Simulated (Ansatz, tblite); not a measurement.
Removing an electron: Si(NCO)H3 (CH₃NOSi). The state is a singlet with charge 0. Geometry: r2SCAN-D4/def2-TZVP. Ansatz, gas phase; energy differences of separate SCF runs; the oxidised species was run as a doublet alone.

Cartesian coordinates in Å:
```
Si -0.815 -0.415 -0.478
N 0.555 0.252 0.286
C 1.478 0.747 0.860
O 2.387 1.228 1.418
H -1.526 -1.290 0.481
H -0.373 -1.204 -1.650
H -1.707 0.683 -0.917
```

The xTB rows come from tblite. Correlated methods freeze 8 core orbitals. In CCSD on the charge 1 doublet the largest single amplitude is 0.17, so its Hartree–Fock determinant may place the open shell otherwise than the density functionals do. HOMO above LUMO, or a gap near zero within one spin, warns that the state may not be the lowest or that an electron is smeared out.

| level | −HOMO (eV) | vertical IE (eV) | −LUMO (eV) | HOMO–LUMO gap (eV) | remarks |
| --- | --- | --- | --- | --- | --- |
| GFN1-xTB | 12.82 | 15.77 | 6.85 | 5.97 | – |
| GFN2-xTB | 11.67 | 14.64 | 6.05 | 5.62 | – |
| HF/def2-TZVPP | – | 10.08 | – | – | spin-contaminated (⟨S²⟩ 0.92) (+1 doublet) |
| PBE-D4/def2-TZVP | 7.34 | 10.60 | 0.72 | 6.61 | gap within one spin near zero (+1 doublet) |
| r2SCAN-D4/def2-TZVP | 7.66 | 10.74 | 0.23 | 7.43 | – |
| PBE0-D4/def2-TZVP | 8.71 | 10.93 | -0.11 | 8.82 | – |
| CCSD/def2-TZVPP | – | 11.11 | – | – | spin-contaminated (⟨S²⟩ 0.92) (+1 doublet) |
| CCSD(T)/def2-TZVPP | – | 11.16 | – | – | spin-contaminated (⟨S²⟩ 0.92) (+1 doublet) |

Run but left out: MP2/def2-TZVPP (charge +1 doublet: ⟨S²⟩ 0.92, where a pure state has 0.75).  Raw xTB energy differences between charge states are shifted by several eV; the methods need an empirical correction for them.
